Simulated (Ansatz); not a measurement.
A nudged elastic band was laid between two geometries of H$_{5}$N$_{2}$Te (8 atoms, charge 1, multiplicity 1).

Method: RKS BHLYP-D4/def2-SVPD (Ansatz 0.2.0).

```json
{
  "movable images": "7",
  "climbing image": "yes",
  "spring": "5.0 eV/Å²",
  "optimiser": "quadratic models (default)",
  "start path": "through a guess of the saddle point",
  "force threshold": "0.05 eV/Å",
  "iteration limit": "60",
  "end points": "relaxed"
}
```

Initial state:

```xyz
8
Properties=species:S:1:pos:R:3
N -0.310 1.426 -0.772
Te 0.143 0.987 1.077
N 0.251 -1.207 0.607
H -1.261 1.636 -1.023
H 0.392 1.799 -1.390
H 1.165 -1.608 0.794
H -0.451 -1.751 1.099
H 0.070 -1.282 -0.391
```

Final state:

```xyz
8
Properties=species:S:1:pos:R:3
N -0.459 1.432 -0.693
Te 0.799 0.990 0.733
N 0.357 -1.208 0.553
H -1.371 1.794 -0.471
H -0.125 1.639 -1.619
H -0.066 -1.596 1.390
H -0.311 -1.292 -0.210
H 1.177 -1.758 0.317
```

(1) Which bonds break or form, and what moves?

(2) Give the energies along the band, and the barrier.

(3) What is the geometry of the highest image?

Results:

(1) No bond is made or broken. The dihedral N1–Te2–N3–H6 goes from 120 to -116°. The two ends are copies of one structure, up to a mirror image or an exchange of like atoms.

(2) The run converged. The highest image is number 4 of 0 to 8, 0.9 kJ/mol above the ends, which have the same energy within 2 meV. A vibrational analysis at the climbing image gives one clearly imaginary mode, 54i cm⁻¹: a first-order saddle point.

| image | path coordinate (Å) | energy (kJ/mol) | dihedral N1–Te2–N3–H6 (°) |
| --- | --- | --- | --- |
| 0 | 0.00 | 0.0 | 120 |
| 1 | 0.34 | 0.2 | 134 |
| 2 | 0.69 | 0.6 | 149 |
| 3 | 1.03 | 0.8 | 164 |
| 4 | 1.38 | 0.9 | 179 |
| 5 | 1.76 | 0.8 | -165 |
| 6 | 2.14 | 0.5 | -148 |
| 7 | 2.52 | 0.2 | -132 |
| 8 | 2.90 | 0.0 | -116 |

(3) 
```xyz
8
Properties=species:S:1:pos:R:3:forces:R:3
N -0.377 1.476 -0.749 0.00 0.00 0.00
Te 0.476 1.008 0.935 0.00 0.00 0.00
N 0.295 -1.212 0.586 0.00 0.00 0.00
H -1.353 1.716 -0.789 0.00 0.00 0.00
H 0.168 1.713 -1.560 0.00 0.00 0.00
H 0.700 -1.752 1.345 0.00 0.00 0.00
H -0.681 -1.477 0.502 0.00 0.00 0.00
H 0.772 -1.472 -0.271 0.00 0.00 0.00
```

Run time: 11 min on 2 threads of Arm Neoverse N1 (shared host), peak memory 0.28 GiB.
